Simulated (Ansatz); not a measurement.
The cluster CoCl₂ (the lowest doublet isomer of a short search), 3 atoms. Hardware: 4 threads of Arm Neoverse V1 on a shared host.

Correlated methods freeze 15 core orbitals; core or outer-core shells of Co are correlated, in sets that lack core-valence functions.

**Question.** How many basis functions does each of these Ansatz runs have, and roughly what does it cost? BLYP-D4/def2-TZVP, charge 0 sextet, energy, from earlier orbitals; HF/STO-3G, charge 0 quartet, energy; PBE-D4/def2-SVP, charge 0 doublet, energy, from earlier orbitals; PBE0-D4/def2-TZVP, charge 1 singlet at the geometry of the charge 0 doublet, energy; revPBE-D4/def2-TZVP, charge 0 sextet, energy, from earlier orbitals; PBE0-D4/def2-TZVP, charge 0 sextet, relaxation, 11 steps; PBE0-D4/def2-TZVP, charge 0 sextet, energy, from earlier orbitals; PBE-D4/def2-TZVPD, charge -1 singlet at the geometry of the charge 0 doublet, energy, from earlier orbitals; RPA@PBE/def2-TZVP, charge 0 sextet, energy, from earlier orbitals; B2PLYP/def2-TZVP, charge 0 quartet, energy, from earlier orbitals; HSE06-D4/def2-TZVP, charge 0 quartet, energy, from earlier orbitals; PBE0-D4/def2-TZVPD, charge -1 singlet at the geometry of the charge 0 doublet, energy.

**Answer.** Other jobs shared the machine, so times can vary by a factor of up to 3. A dash marks memory too small to be measured apart from the calling script's.

```json
{"run": "HF/STO-3G, charge 0 quartet, energy", "functions": "36", "fitting or Cholesky vectors": "357", "wall time": "0.8 s", "peak host memory (GiB)": "–"}
{"run": "RPA@PBE/def2-TZVP, charge 0 sextet, energy, from earlier orbitals", "functions": "119", "fitting or Cholesky vectors": "861", "wall time": "2.7 s", "peak host memory (GiB)": "–"}
{"run": "revPBE-D4/def2-TZVP, charge 0 sextet, energy, from earlier orbitals", "functions": "119", "fitting or Cholesky vectors": "966", "wall time": "3.6 s", "peak host memory (GiB)": "–"}
{"run": "BLYP-D4/def2-TZVP, charge 0 sextet, energy, from earlier orbitals", "functions": "119", "fitting or Cholesky vectors": "966", "wall time": "3.7 s", "peak host memory (GiB)": "–"}
{"run": "PBE-D4/def2-TZVPD, charge -1 singlet at the geometry of the charge 0 doublet, energy, from earlier orbitals", "functions": "140", "fitting or Cholesky vectors": "1023", "wall time": "5.5 s", "peak host memory (GiB)": "–"}
{"run": "PBE-D4/def2-SVP, charge 0 doublet, energy, from earlier orbitals", "functions": "67", "fitting or Cholesky vectors": "776", "wall time": "6.5 s", "peak host memory (GiB)": "–"}
{"run": "PBE0-D4/def2-TZVP, charge 0 sextet, energy, from earlier orbitals", "functions": "119", "fitting or Cholesky vectors": "861", "wall time": "7 s", "peak host memory (GiB)": "–"}
{"run": "HSE06-D4/def2-TZVP, charge 0 quartet, energy, from earlier orbitals", "functions": "119", "fitting or Cholesky vectors": "863", "wall time": "7.5 s", "peak host memory (GiB)": "–"}
{"run": "B2PLYP/def2-TZVP, charge 0 quartet, energy, from earlier orbitals", "functions": "119", "fitting or Cholesky vectors": "863", "wall time": "8.5 s", "peak host memory (GiB)": "–"}
{"run": "PBE0-D4/def2-TZVP, charge 1 singlet at the geometry of the charge 0 doublet, energy", "functions": "119", "fitting or Cholesky vectors": "1071", "wall time": "16 s", "peak host memory (GiB)": "–"}
{"run": "PBE0-D4/def2-TZVP, charge 0 sextet, relaxation, 11 steps", "functions": "119", "fitting or Cholesky vectors": "969", "wall time": "37 s", "peak host memory (GiB)": "–"}
{"run": "PBE0-D4/def2-TZVPD, charge -1 singlet at the geometry of the charge 0 doublet, energy", "functions": "140", "fitting or Cholesky vectors": "1181", "wall time": "69 s", "peak host memory (GiB)": "–"}
```
